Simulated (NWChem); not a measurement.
H₃BO₂; SMILES OBO

```xyz
6

B     -0.4792    -0.0187     0.0000
H     -1.6898    -0.0175     0.0000
O      0.1518    -1.2138     0.0000
H      1.1112    -1.1094     0.0000
O      0.2559     1.1264     0.0000
H     -0.2868     1.9193     0.0000
```
Atoms are numbered in this order, from 1.

Results from NWChem. Medium grid unless said otherwise, to which SCAN and Minnesota functionals are sensitive. Coordinates come from a PBE0/def2-SVP optimisation. Hybrids' shares of exact exchange are those that their runs print; pure functionals count as 0. The functionals differ in more than this share.

```csv
row,share of exact exchange,orbital gap (eV)
PBE/def2-SVP,0.00,7.78
OLYP/def2-SVP,0.00,7.84
B3LYP/def2-SVP,0.20,9.98
MN15/def2-SVP,0.44,withheld
M06-2X/def2-SVP,0.54,13.24
```

Q: Fit a straight line of the last column on the one before it, predict the withheld value, and compare with the run.

A: 
1. Means of the 4 shown rows: x = 0.185, y = 9.710. Slope Σ(x − x̄)(y − ȳ)/Σ(x − x̄)² = 1.960/0.1947 = 10.07; intercept 7.847.
2. The shown rows scatter about the line by 0.072 (root mean square); the largest residual is +0.12, at B3LYP/def2-SVP.
3. At x = 0.44 (MN15/def2-SVP; inside the shown range) the line gives 12.28.
4. The run gives 12.06, -0.22 from the line, 3.1 times the scatter.
